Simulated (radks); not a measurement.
Problem. Coherent X-ray form factor from a spherical all-electron density. All-electron calculation, Dirac Kohn-Sham, XLYP, spin-unpolarised, spherical densities, finite nucleus; Fermi nuclear charge, rms radius of each element as measured or else 0.836 A^(1/3) + 0.57 fm. Program: a radial shooting solver on a logarithmic mesh with Libxc functionals.

| sin(theta)/lambda (1/angstrom) | f0 (electrons) |
|---|---|
| 0.05 | 48.929 |
| 0.1 | 46.365 |
| 0.15 | 43.321 |
| 0.2 | 40.301 |
| 0.25 | 37.441 |
| 0.3 | 34.763 |
| 0.4 | 30.000 |
| 0.5 | 26.117 |
| 0.6 | 23.112 |
| 0.8 | 19.080 |
| 1 | 16.368 |
| 1.25 | 13.491 |
| 1.5 | 10.931 |
| 2 | 7.380 |

The species is in the configuration that NIST lists as its ground one. Which atom or ion scatters so?

Solution. Neutral tin, [Kr] 4d10 5s2 5p2. Extrapolating in s^2 from the first two rows gives f0(0) = 49.8, near the electron count 50; among species with that count, the fall with angle is slower the higher Z, and the table is that of Z = 50; from so few rows the species is fixed only to a neighbour or two.
